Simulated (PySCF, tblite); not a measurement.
Isomers of C3H14Si3, one GFN2-xTB conformer each. Single-point energies are computed at PBE0/pcSseg-1 (PySCF, gas phase, no added dispersion term), electronic only.

Question: Rank them by PBE0/pcSseg-1 energy, lowest first (kJ/mol).
A. `[CH3:1][C@H:2]([SiH3:3])[SiH2:4][CH2:5][SiH3:6]` with C1–C2–Si4–C5 -179°, C2–Si4–C5–Si6 173°
B. `[SiH3:1][CH2:2][CH2:3][SiH2:4][CH2:5][SiH3:6]` with Si1–C2–C3–Si4 179°, C2–C3–Si4–C5 180°, C3–Si4–C5–Si6 178°

Answer: A (0.0), B (5.8).

Neighbours under 10 kJ/mol apart (C[C@H]([SiH3])[SiH2]C[SiH3] and [SiH3]CC[SiH2]C[SiH3]) can change places with a better method, another conformer or zero-point energy. GFN2-xTB itself gives, in the same order: 0.2, 0.0. GFN2-xTB puts [SiH3]CC[SiH2]C[SiH3] lowest instead.

Q: Which frontier levels, dipoles and rotational constants go with these structures?

A: 
| SMILES | HOMO (eV, PBE0/pcSseg-1) | LUMO (eV) | dipole (D) | A, B, C (MHz) |
| --- | --- | --- | --- | --- |
| C[C@H]([SiH3])[SiH2]C[SiH3] | -8.05 | 0.52 | 0.85 | 3383, 749.3, 644.0 |
| [SiH3]CC[SiH2]C[SiH3] | -7.72 | 0.49 | 0.54 | 9265, 455.9, 444.7 |

Q: What happens when harmonic zero-point energies from GFN2-xTB frequencies are added?

A: 
```csv
SMILES,ZPE (kJ/mol),electronic (kJ/mol),with ZPE (kJ/mol)
C[C@H]([SiH3])[SiH2]C[SiH3],382.5,0.0,0.0
[SiH3]CC[SiH2]C[SiH3],382.4,5.8,5.6
```

The zero-point energies span 0.1 kJ/mol. The order is unchanged.

Q: As an exercise, what shares would exp(−E/RT) give at 2000 K from these electronic energies alone (no entropy, no degeneracies)?

A: RT = 16.629 kJ/mol: C[C@H]([SiH3])[SiH2]C[SiH3] 58.6 %, [SiH3]CC[SiH2]C[SiH3] 41.4 %.
